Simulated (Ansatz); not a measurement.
Consider the ligand exchange at the Si–O bond: `O[SiH2]/C=C/[SiH3]` + HCl → `[SiH3]/C=C/[SiH2]Cl` + H₂O.

Program: Ansatz. Geometries: PBE0-D4/def2-TZVP. ΔE: electronic, gas phase. CCSD(T)/CBS is the MP2 limit (def2-TZVPP, def2-QZVPP) plus CCSD(T) − MP2 in def2-TZVPP, frozen cores. This one scheme is used for every species. Double bonds are as drawn, so ΔE can hold a change between cis and trans. Each species was taken in one conformer, which may not be the lowest.

```tsv
level	ΔE (kcal/mol)
SCS-MP2/def2-TZVPP	-1.4
CCSD/CBS(def2)	-2.4
```

Q: What does CCSD(T)/CBS give? (Estimate.)

A: Ansatz gave: -2.7 kcal/mol. The listed levels differ from it by 1.3, 0.3 kcal/mol.

Q: What do rigid-rotor, harmonic-oscillator terms from PBE0-D4/def2-TZVP frequencies (298.15 K, 1 bar) make of the CCSD(T)/CBS value? (Best estimate.)

A: Ansatz gave: ΔZPE = +1.5 kcal/mol, ΔH = -1.1 kcal/mol, ΔS = 6 J/(mol·K), ΔG = -1.5 kcal/mol.

Largest T1 diagnostic among the species: 0.012.

At CCSD(T), def2-SVP lies +1.6 kcal/mol from the extrapolated value and def2-TZVPP +1.4 kcal/mol. Leaving LDA and LC-ωPBE aside and taking each functional with its dispersion term where it has one, the values, not all of them listed here, spread over 2.9 kcal/mol, from revPBE-D4 to CAM-B3LYP-D4. LDA lies +1.6 kcal/mol from PBE without D4.

CCSD(T)/CBS has its own doubt, a few kJ/mol and more with outer-core shells, so smaller differences from it don't rank the levels.
